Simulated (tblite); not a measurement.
Run record: tight-binding relaxation, `Cc1cc(OC(C)C)n[se]1`.

Computed with GFN2-xTB geometry optimisation, gas phase (tblite 0.8.0). Start geometry: from a force field or distance geometry. A driver script takes a list of jobs; this job's settings line and coordinates (Å) are shown.

Command:
```bash
OMP_NUM_THREADS=1 python probes_run.py task.json out
```

Input:
```
{"job": {"kind": "relax", "xc": "GFN2-xTB", "basis": "xTB"}, "charge": 0, "multiplicity": 1}
C      4.222600    -0.187400     0.084800
C      2.770700    -0.240100    -0.362400
C      1.711400     0.007000     0.421000
C      0.489800    -0.087200    -0.154800
O     -0.699400     0.164500     0.635400
C     -1.960200     0.055900     0.039000
C     -2.809400    -1.028200     0.649600
C     -2.643200     1.421200     0.125700
N      0.377200    -0.438000    -1.401600
Se     2.159200    -0.697700    -2.086300
H      4.833400    -0.878300    -0.479100
H      4.559200     0.848300    -0.095500
H      4.286500    -0.417300     1.177500
H      1.835200     0.299700     1.490200
H     -1.809900    -0.230800    -1.013400
H     -2.680000    -1.943500     0.057100
H     -2.493600    -1.147300     1.707900
H     -3.874500    -0.714500     0.639700
H     -2.011700     2.137900    -0.415000
H     -3.656200     1.393100    -0.282100
H     -2.615900     1.699600     1.203000
```

Problem. Estimate the output.

Solution. 
```
step      E/eV     max force
  0    -836.36494    4.921
  1    -836.81210    1.676
  2    -836.90973    1.062
  3    -836.98788    0.887
  4    -837.01022    0.492
  5    -837.02907    0.307
  6    -837.03944    0.268
  7    -837.04793    0.179
  8    -837.05291    0.181
  9    -837.05791    0.185
... (77 lines left out)
 87    -837.13792    0.019
 88    -837.13799    0.019
 89    -837.13806    0.018
 90    -837.13812    0.017
 91    -837.13817    0.017
 92    -837.13823    0.019
 93    -837.13830    0.015
 94    -837.13835    0.013
 95    -837.13838    0.012
 96    -837.13840    0.008
```

«max force» is the largest atomic force in eV/Å.

Problem. From which step on does the largest force stay under 0.1 eV/Å, and how much energy is left to gain from there?

Solution. From step 39 (0.080 eV/Å), 8.8 meV above the end.

Main results: energy lowered by 17.8 kcal/mol over 96 steps; largest atomic force 0.008 eV/Å at the end.

The run took 1.3 s on one thread of an Arm Neoverse N1, no GPU, shared host.
Labels such as C1 count atoms from 1, the log's own numbers from 0.
